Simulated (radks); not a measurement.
Values are calculated unless marked as measured or tabulated.
Valence configurations of Re III (all share [Xe]). Code: a radial shooting solver on a logarithmic mesh with Libxc functionals. Model: Dirac Kohn-Sham, PBE, spin-unpolarised, spherical densities, finite nucleus; open shells are shared between the two j in proportion to 2j + 1; Fermi nuclear charge, rms radius 5.3698 fm. Energies are relative to 4f14 5d5; eigenvalues in eV.

4f14 5d5: E (eV) 0.000; e(4f5/2) -60.194; e(4f7/2) -57.682; e(5d3/2) -22.003; e(5d5/2) -21.019
4f14 5d4 6s1: E (eV) 1.828; e(4f5/2) -63.471; e(4f7/2) -60.957; e(5d3/2) -24.223; e(5d5/2) -23.172
4f14 5d4 6p1: E (eV) 8.843; e(4f5/2) -64.936; e(4f7/2) -62.422; e(5d3/2) -25.470; e(5d5/2) -24.399; e(6p1/2) -15.935
4f13.5 5d5 6p0.5: E (eV) 24.213; e(4f5/2) -67.493; e(4f7/2) -64.931; e(5d3/2) -24.563; e(5d5/2) -23.476; e(6p1/2) -15.252
4f13 5d6: E (eV) 41.492; e(4f5/2) -70.124; e(4f7/2) -67.514; e(5d3/2) -23.576; e(5d5/2) -22.473
4f13 5d5 6s1: E (eV) 44.432; e(4f5/2) -73.575; e(4f7/2) -70.964; e(5d3/2) -25.941; e(5d5/2) -24.769
4f13 5d5 6p1: E (eV) 51.663; e(4f5/2) -75.043; e(4f7/2) -72.431; e(5d3/2) -27.217; e(5d5/2) -26.025; e(6p1/2) -16.242
4f12 5d7: E (eV) 91.591; e(4f5/2) -80.484; e(4f7/2) -77.774; e(5d3/2) -25.116; e(5d5/2) -23.893
4f11.5 5d5 6s2 6p0.5: E (eV) 138.08; e(4f5/2) -96.145; e(4f7/2) -93.380; e(5d3/2) -33.125; e(5d5/2) -31.645; e(6p1/2) -17.729
4f11 5d8: E (eV) 150.74; e(4f5/2) -91.244; e(4f7/2) -88.434; e(5d3/2) -26.631; e(5d5/2) -25.285

NIST lists [Xe] 4f14 5d5 as the ground configuration; this level of theory agrees among the configurations tried. The energies are those of spherical spin-averaged densities, not of single terms.
